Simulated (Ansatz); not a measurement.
Abridged output of a molecular run in Ansatz:

```
Functional definition: HF
1002 factors; integrals over basis functions are off by at most 9.5e-4 eV
mean field evaluation 1: about -44274.5521 eV, gradient 8.8e1 eV
mean field evaluation 2: about -44274.6799 eV, gradient 8.9e1 eV
mean field evaluation 4: about -44290.5303 eV, gradient 2.7e1 eV
mean field evaluation 8: about -44291.7572 eV, gradient 8.8e-1 eV
mean field evaluation 16: about -44291.7917 eV, gradient 1.4e-6 eV
mean field -44291.79171970 eV, -1627.6933236444 hartree, gradient 2.7e-6 eV, S^2 0.000000; 2 other end points of the search recorded, 0 dependent functions left out; unrestricted orbitals would lower it
13 core orbitals not correlated: weight in the atoms' cores, before any rotation towards them, 1.000 or more for the frozen orbitals, at most 0.000 for the correlated occupied ones
reference -44291.79171970 eV, -1627.6933236444 hartree; 20, 20 occupied and 68, 68 virtual orbitals, 1002 factors
second order -33.14543967 eV of doubles, -0.00000000 eV of singles
cycle   1  -26.93784057 eV  change     6.2e0 eV  update   4.8e-1
cycle   2  -30.42526586 eV  change    -3.5e0 eV  update   5.5e-1
cycle   3  -30.78912156 eV  change   -3.6e-1 eV  update   6.8e-2
cycle   4  -30.80886755 eV  change   -2.0e-2 eV  update   3.8e-2
cycle   5  -30.78324662 eV  change    2.6e-2 eV  update   1.4e-2
cycle   6  -30.80331024 eV  change   -2.0e-2 eV  update   6.0e-3
cycle   7  -30.80006794 eV  change    3.2e-3 eV  update   2.9e-3
cycle   8  -30.79423842 eV  change    5.8e-3 eV  update   1.7e-3
cycle   9  -30.79402628 eV  change    2.1e-4 eV  update   5.7e-4
cycle  10  -30.79503620 eV  change   -1.0e-3 eV  update   3.2e-4
cycle  11  -30.79509157 eV  change   -5.5e-5 eV  update   1.7e-4
cycle  12  -30.79496700 eV  change    1.2e-4 eV  update   8.3e-5
cycle  13  -30.79501082 eV  change   -4.4e-5 eV  update   4.3e-5
perturbative correction -2.05333416 eV, -0.0754586387 hartree
Total energy: -44324.64006468 eV, -1628.9004780570 hartree
```

Its atoms:

Z-matrix (Å, degrees):
```
V
O 1 1.750
O 1 1.750 2 109.9
O 1 1.550 2 109.2 3 119.8
Cl 1 2.161 2 110.1 3 -121.3
H 2 0.962 1 122.2 3 -127.0
H 3 0.962 1 122.2 2 127.0
```

(1) Which basis set was used?
A. def2-SVPD
B. def2-TZVPPD
C. cc-pV(T+d)Z
D. def2-SVP

(2) Write the keys of the input that set method, charge and spin (a neutral closed shell needs none for the last two).

Answers

(1) D. It gives 101 functions.

(2) 
```yaml
correlation: {method: ccsd_t}
```
